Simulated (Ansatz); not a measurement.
Pulling on the Si1–I3 bond in FISi (SMILES F[Si]I) (multiplicity 1 held, fragments rigid). Energies count from the point at 2.513 Å.
Geometry at that point (charge 0, multiplicity 1):
```xyz
3

Si     0.7254     1.0195     1.1889
F      1.1609     2.1637     0.1435
I     -0.3888    -0.6367    -0.3384
```

Signs of static correlation in def2-TZVPP, with CASSCF(6,4), from Ansatz (a program for electronic structure) runs.

```json
[
 {"R (Å)": "2.011", "T1 of restricted CCSD": "0.014", "⟨S²⟩ of UHF": "0.156", "largest double amplitude of restricted CCSD": "0.086", "weight of the CASSCF reference in MRCISD": "0.886", "CASSCF natural occupations": "2.00 1.99 1.98 0.02"},
 {"R (Å)": "2.262", "T1 of restricted CCSD": "0.015", "⟨S²⟩ of UHF": "0.126", "largest double amplitude of restricted CCSD": "0.078", "weight of the CASSCF reference in MRCISD": "0.884", "CASSCF natural occupations": "2.00 2.00 1.98 0.02"},
 {"R (Å)": "2.513", "T1 of restricted CCSD": "0.016", "⟨S²⟩ of UHF": "0.064", "largest double amplitude of restricted CCSD": "0.059", "weight of the CASSCF reference in MRCISD": "0.884", "CASSCF natural occupations": "2.00 2.00 1.98 0.03"},
 {"R (Å)": "2.765", "T1 of restricted CCSD": "0.017", "⟨S²⟩ of UHF": "0.000", "largest double amplitude of restricted CCSD": "0.066", "weight of the CASSCF reference in MRCISD": "0.884", "CASSCF natural occupations": "2.00 1.99 1.97 0.04"},
 {"R (Å)": "3.016", "T1 of restricted CCSD": "0.019", "⟨S²⟩ of UHF": "0.000", "largest double amplitude of restricted CCSD": "0.086", "weight of the CASSCF reference in MRCISD": "0.884", "CASSCF natural occupations": "2.00 1.99 1.95 0.06"},
 {"R (Å)": "3.393", "T1 of restricted CCSD": "0.023", "⟨S²⟩ of UHF": "0.297", "largest double amplitude of restricted CCSD": "0.122", "weight of the CASSCF reference in MRCISD": "0.884", "CASSCF natural occupations": "2.00 1.99 1.92 0.09"},
 {"R (Å)": "3.770", "T1 of restricted CCSD": "0.032", "⟨S²⟩ of UHF": "0.763", "largest double amplitude of restricted CCSD": "0.121", "weight of the CASSCF reference in MRCISD": "0.884", "CASSCF natural occupations": "2.00 1.99 1.84 0.16"},
 {"R (Å)": "4.398", "T1 of restricted CCSD": "0.061", "⟨S²⟩ of UHF": "0.982", "largest double amplitude of restricted CCSD": "?", "weight of the CASSCF reference in MRCISD": "0.885", "CASSCF natural occupations": "2.00 2.00 1.57 0.43"},
 {"R (Å)": "5.027", "T1 of restricted CCSD": "?", "⟨S²⟩ of UHF": "1.025", "largest double amplitude of restricted CCSD": "0.506", "weight of the CASSCF reference in MRCISD": "0.885", "CASSCF natural occupations": "2.00 2.00 1.27 0.73"},
 {"R (Å)": "5.781", "T1 of restricted CCSD": "0.167", "⟨S²⟩ of UHF": "1.034", "largest double amplitude of restricted CCSD": "0.900", "weight of the CASSCF reference in MRCISD": "0.886", "CASSCF natural occupations": "2.00 2.00 1.10 0.90"},
 {"R (Å)": "6.786", "T1 of restricted CCSD": "0.197", "⟨S²⟩ of UHF": "1.036", "largest double amplitude of restricted CCSD": "1.206", "weight of the CASSCF reference in MRCISD": "0.885", "CASSCF natural occupations": "2.00 2.00 1.03 0.97"},
 {"R (Å)": "8.043", "T1 of restricted CCSD": "0.194", "⟨S²⟩ of UHF": "1.036", "largest double amplitude of restricted CCSD": "1.260", "weight of the CASSCF reference in MRCISD": "0.886", "CASSCF natural occupations": "2.00 2.00 1.00 1.00"}
]
```

Problem. Fill in the missing entries.

Solution. 
- 4.398, largest double amplitude of restricted CCSD: 0.269
- 5.027, T1 of restricted CCSD: 0.110

Doubts at one or more of the structures used: active orbitals that take no part (SC-NEVPT2 on CASSCF(6,4)/def2-TZVPP); a restricted determinant that unrestricted orbitals would lower (R-CCSD(T)/def2-TZVPP); T1 above 0.05 (R-CCSD(T)/def2-TZVPP, U-CCSD(T)/def2-TZVPP); other coupled-cluster roots lie near (R-CCSD(T)/def2-TZVPP); a spin-contaminated determinant (U-CCSD(T)/def2-TZVPP).
